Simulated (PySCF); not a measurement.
Compound: C5H3NOS.
Numbering: `[N:1]#[C:2][S:3][c:4]1[cH:5][cH:6][cH:7][o:8]1` (hydrogens: H9 on C5; H10 on C6; H11 on C7)

The same species was optimised twice, with GFN2-xTB and with PBE0-D3(BJ)/def2-SVP (PySCF), and the same property calculations (PySCF, gas phase) were run on both structures.

| coordinate | GFN2-xTB | PBE0-D3(BJ)/def2-SVP | change |
| --- | --- | --- | --- |
| S3–C4 (Å) | 1.767 | 1.746 | -0.021 |
| C2–S3 (Å) | 1.685 | 1.702 | +0.017 |
| N1≡C2 (Å) | 1.145 | 1.162 | +0.017 |
| C5–C6 (Å) | 1.414 | 1.425 | +0.011 |
| C4–O8 (Å) | 1.346 | 1.352 | +0.006 |
| C6–C7 (Å) | 1.362 | 1.366 | +0.004 |
| C4–C5 (Å) | 1.365 | 1.368 | +0.003 |
| C7–O8 (Å) | 1.340 | 1.342 | +0.002 |
| C2–S3–C4 (°) | 95.6 | 100.9 | +5.3 |
| N1–C2–S3 (°) | 179.0 | 176.5 | -2.5 |
| C5–C4–O8 (°) | 111.1 | 110.5 | -0.6 |
| S3–C4–O8 (°) | 117.9 | 118.5 | +0.6 |
| C4–O8–C7 (°) | 106.6 | 107.2 | +0.6 |
| C4–C5–C6 (°) | 105.3 | 105.7 | +0.4 |
| C5–C6–C7 (°) | 106.2 | 105.8 | -0.4 |
| S3–C4–C5 (°) | 131.0 | 130.9 | -0.1 |
| C2–S3–C4–C5 (°) | 83 | 102 | +19 |

Rotational constants: A = 3965, B = 1184, C = 1120 MHz (GFN2-xTB) against A = 4219, B = 1114, C = 1060 MHz (PBE0-D3(BJ)/def2-SVP). Point groups within 0.08 Å: C1 and C1.

On the GFN2-xTB structure: HOMO (eV) -7.47 [PBE0/pcSseg-1]; LUMO (eV) -0.97 [PBE0/pcSseg-1]; dipole (D) 4.16 [PBE0/pcSseg-1]; GIAO shielding of N1 (ppm) -60.9 [PBE0/pcSseg-1]; GIAO shielding of C2 (ppm) 72.9 [PBE0/pcSseg-1]; GIAO shielding of S3 (ppm) 528.1 [PBE0/pcSseg-1]; GIAO shielding of C4 (ppm) 45.4 [PBE0/pcSseg-1]; GIAO shielding of C5 (ppm) 57.9 [PBE0/pcSseg-1]; GIAO shielding of C6 (ppm) 66.6 [PBE0/pcSseg-1]; GIAO shielding of C7 (ppm) 34.4 [PBE0/pcSseg-1]; GIAO shielding of O8 (ppm) 14.7 [PBE0/pcSseg-1].

Q: What do these properties become on the PBE0-D3(BJ)/def2-SVP structure?

A: 
```
                                    property          level  on GFN2-xTB  on PBE0-D3(BJ)/def2-SVP  change
                                   HOMO (eV)  PBE0/pcSseg-1        -7.47                    -7.54   -0.07
                                   LUMO (eV)  PBE0/pcSseg-1        -0.97                    -1.07   -0.10
                                  dipole (D)  PBE0/pcSseg-1         4.16                     4.59   +0.43
energy, GFN2-xTB geometry as zero (kcal/mol)  PBE0/pcSseg-1          0.0                     -1.5    -1.5
                  GIAO shielding of N1 (ppm)  PBE0/pcSseg-1        -60.9                    -69.9    -9.0
                  GIAO shielding of C2 (ppm)  PBE0/pcSseg-1         72.9                     71.5    -1.4
                  GIAO shielding of S3 (ppm)  PBE0/pcSseg-1        528.1                    518.3    -9.8
                  GIAO shielding of C4 (ppm)  PBE0/pcSseg-1         45.4                     47.2    +1.8
                  GIAO shielding of C5 (ppm)  PBE0/pcSseg-1         57.9                     54.9    -3.0
                  GIAO shielding of C6 (ppm)  PBE0/pcSseg-1         66.6                     66.0    -0.6
                  GIAO shielding of C7 (ppm)  PBE0/pcSseg-1         34.4                     31.4    -3.0
                  GIAO shielding of O8 (ppm)  PBE0/pcSseg-1         14.7                      8.5    -6.2
```

The heavy atoms differ by 0.186 Å rms after alignment. Among bonds between heavy atoms S3–C4 changes most (-0.021 Å). Changes are differences of the printed values. Neither structure is proved a minimum here.

Conformer computed: `[N:1]#[C:2][S:3][c:4]1[cH:5][cH:6][cH:7][o:8]1`: C2–S3–C4–C5 102°.
